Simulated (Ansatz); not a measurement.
The first iterations of a band of H3NS2Sn (7 atoms, charge 0, multiplicity 1).

All numbers below come from Ansatz, RKS PBE/def2-SVP.

- movable images: 7
- climbing image: yes
- spring: 5.0 eV/Å²
- optimiser: quadratic models (default)
- start path: IDPP
- force threshold: 0.03 eV/Å
- iteration limit: 55
- end points: relaxed

Image 0:

```xyz
7
Properties=species:S:1:pos:R:3
N -0.846 1.267 0.035
Sn 0.675 -0.116 0.000
S 0.389 -1.981 1.504
S 0.319 -2.417 -0.713
H -0.936 1.745 -0.874
H -1.741 0.785 0.206
H 2.200 0.648 -0.205
```

Image 8:

```xyz
7
Properties=species:S:1:pos:R:3
N -0.820 1.201 -0.470
Sn 0.671 -0.104 0.081
S 0.217 -2.137 1.342
S 0.512 -2.305 -0.893
H -1.698 0.678 -0.602
H -0.998 1.896 0.270
H 2.178 0.705 0.227
```

| iteration | highest image above the first end (eV) | largest band force component (eV/Å) |
| --- | --- | --- |
| 1 | 0.086 | 0.593 |
| 2 | 0.036 | 0.314 |

Does the band converge within its limit, and where does its top end?

The run converged. It ended after 5 iterations with the highest image 0.027 eV above the first end. A vibrational analysis at the climbing image gives one clearly imaginary mode, 132i cm⁻¹: a first-order saddle point.

Time of the run: 2.4 min on 1 thread of Arm Neoverse V1, on a shared host, peak memory 0.13 GiB.
